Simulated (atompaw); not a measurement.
How hard is this gold (Au) PAW (atompaw) potential?

atompaw 4.2.0.5 input, output lines left out:

```
Au 79
GGA-PBESOL scalarrelativistic loggrid 2001 logderivrange -11 5 401
6 6 5 4 0 0
6 0 0
6 1 0
0 0 0
c
c
c
c
v
v
c
c
c
v
v
c
c
v
v
3
1.75 1.65 1.40 1.50
n
n
y
0.05
n
y
-3.05
n
custom rrkj gramschmidtortho sinc
bessel
1.35
1.25
1.65
1.75
1.75
1.75
0.90
0.90
```

The pseudo-atom Hamiltonian at the reference potential is diagonalised in spherical Bessel functions j_l(qr) that vanish at 20 bohr, with q² up to the cutoff. All-electron valence levels (Ry): 5s -8.5956, 6s -0.9720, 5p -5.0250, 6p -0.4861, 5d -1.1287, 4f -6.5895.

Question: How do the lowest levels (Ry) of each channel move with the cutoff, and are there ghosts?

Answer:

| cutoff (Ry) | s #1 | s #2 | s #3 | p #1 | p #2 | d #1 | d #2 | f #1 | Σ f·Δε (mRy) |
| --- | --- | --- | --- | --- | --- | --- | --- | --- | --- |
| 8 | -7.3864 | -0.8105 | -0.2070 | -4.2766 | -0.3752 | -0.4646 | -0.1122 | -0.0479 | 105130.9 |
| 15 | -8.3133 | -0.9373 | -0.2277 | -4.9240 | -0.4253 | -0.8703 | -0.1345 | -0.0480 | 95335.7 |
| 25 | -8.5783 | -0.9700 | -0.2328 | -5.0182 | -0.4516 | -1.1042 | -0.1427 | -0.0481 | 91900.1 |
| 35 | -8.5947 | -0.9717 | -0.2331 | -5.0240 | -0.4793 | -1.1280 | -0.1436 | -0.0740 | 91232.1 |
| 50 | -8.5951 | -0.9719 | -0.2331 | -5.0248 | -0.4856 | -1.1285 | -0.1436 | -2.7875 | 53231.4 |
| 70 | -8.5955 | -0.9720 | -0.2331 | -5.0250 | -0.4860 | -1.1287 | -0.1436 | -5.0427 | 21655.3 |
| 100 | -8.5955 | -0.9720 | -0.2331 | -5.0250 | -0.4861 | -1.1288 | -0.1436 | -6.2610 | 4598.0 |
| 140 | -8.5955 | -0.9720 | -0.2331 | -5.0251 | -0.4861 | -1.1288 | -0.1436 | -6.5518 | 526.8 |
| 180 | -8.5955 | -0.9720 | -0.2332 | -5.0251 | -0.4861 | -1.1288 | -0.1436 | -6.5856 | 53.5 |
| 260 | -8.5955 | -0.9720 | -0.2332 | -5.0251 | -0.4861 | -1.1288 | -0.1436 | -6.5888 | 8.1 |
| 400 | -8.5955 | -0.9720 | -0.2332 | -5.0251 | -0.4861 | -1.1288 | -0.1436 | -6.5894 | 0.0 |

Result: no extra level below or beside the all-electron valence levels (s, p, d, f tested); 10 mRy is reached at 260 Ry and 1 mRy at over 300 Ry.
